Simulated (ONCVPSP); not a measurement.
# barium (Ba), ONCV: configuration errors across variants

| Quantity | Value |
| --- | --- |
| Element | barium (Ba) |
| Generator | ONCVPSP 4.0.1 |
| Type | optimised norm-conserving Vanderbilt (ONCV) |
| Functional | LDA (Perdew-Wang 92) |
| Relativity | fully relativistic |
| Frozen core | [Kr] 4d10 |
| Valence charge | 10 |
| Reference configuration | 5s2 5p6 6s1 (charge +1) |
| Partial waves | 5s+6s: rc 2.55 bohr, ncon 4, nbas 7, qcut 5.5 1/bohr, 2 projectors; 5p: rc 2.40 bohr, ncon 4, nbas 8, qcut 5.6 1/bohr, 2 projectors, debl 2.5 Ha; d scattering state at 0.31 Ha: rc 2.40 bohr, ncon 3, nbas 6, qcut 4.2 1/bohr, local |
| Local potential | the d channel |
| Core correction | Teter function, fcfact 2.25, rcfact 1.7 |

Open shells are filled in proportion to 2j + 1.

In the d channel the program set the typed energies aside and used 0.050 Ha (j = l + 1/2; the other j can differ).

All-electron excitation energies from the reference (eV): (1) 5s2 5p6 6s2 -5.537; (2) 5s2 5p6 6s0 10.164; (3) 5s2 5p6 6s1.5 -3.329; (4) 5s2 5p6 6s1 6p1 -3.423.

3 further variants failed, have other tests or another functional or relativity, and are left out.

Errors AE − PS in meV (a dash: test not solved or not reliable):

```tsv
change	(1)	(2)	(3)	(4)	bound ghosts	GHOST(+) flags above zero
base	-0.3	-1.2	-0.1	+1.1	none	none
d: ncon 5, nbas 8	-0.3	-1.2	-0.1	+0.5	none	none
p: nbas 9	-0.3	-1.2	-0.1	+1.1	none	none
core correction Teter function, fcfact 5.7, rcfact 1.7	-0.6	-2.5	-0.2	+1.0	none	none
s: rc 3	-0.4	-1.7	-0.1	+1.1	none	none
```

Give the same row for: d: qcut 5.2.

-0.3, -1.2, -0.1, +0.8; bound ghosts: none; GHOST(+) flags above zero: none.
